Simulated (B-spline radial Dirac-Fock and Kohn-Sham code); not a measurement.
Satellites and hypersatellites of the K lines of La²⁺

System: lanthanum as La²⁺, configuration [Xe] 5d1, inside a Watson sphere of charge -2 and radius 2.7 Å (a model of the Madelung potential; inside it an electron's potential energy is raised by 10.7 eV).

Model: Dirac-Fock ΔSCF + Breit + QED. Program: a radial B-spline solver. Each two-hole energy is an average over J within one jj subconfiguration, not an observable level; in light atoms, where LS coupling holds, the j-resolved values are not observed lines, and for a K spectator the Kα1 hypersatellite is nearly forbidden. Correlation and solid-state effects are left out.

Lines without a spectator: Kα2 (K-L2) 33031.4 eV, Kα1 (K-L3) 33439.4 eV, Kβ3 (K-M2) 37714.6 eV, Kβ1 (K-M3) 37795.7 eV. Shifts in eV with one spectator hole (a dash: not computed, or left out as unreliable):

```
spectator hole    Kα2     Kα1     Kβ3     Kβ1
    L2 (2p1/2)  +78.2  +100.4       –  +206.9
    L3 (2p3/2)  +71.5   +73.3  +175.7       –
    M2 (3p1/2)      –  +12.68  +27.65   +33.3
    M3 (3p3/2)  +8.52       –  +26.94  +26.57
    M4 (3d3/2)  +1.85   -1.26       –       –
    M5 (3d5/2)  -2.01   +0.46       –       –
```

Question: Where does the K-L3 hypersatellite lie, emitted when both K electrons are missing?

Answer: +709.9 eV from the normal line, at 34149.3 eV. Removing both K electrons costs 78836.2 eV, which is 957.5 eV more than twice the K binding energy.

With n spectator holes in 2p, averaged over the 2p shell (energies in eV):

| n | KαLⁿ | step | hypersatellite KαʰLⁿ |
| --- | --- | --- | --- |
| 0 | 33303.4 | – | 34003.6 |
| 1 | 33383.7 | +80.4 | 34085.6 |
| 2 | 33465.5 | +81.7 | 34168.9 |
| 3 | 33548.6 | +83.1 | 34253.6 |
| 4 | 33633.1 | +84.5 | 34339.7 |
| 5 | 33718.9 | +85.9 | 34427.2 |
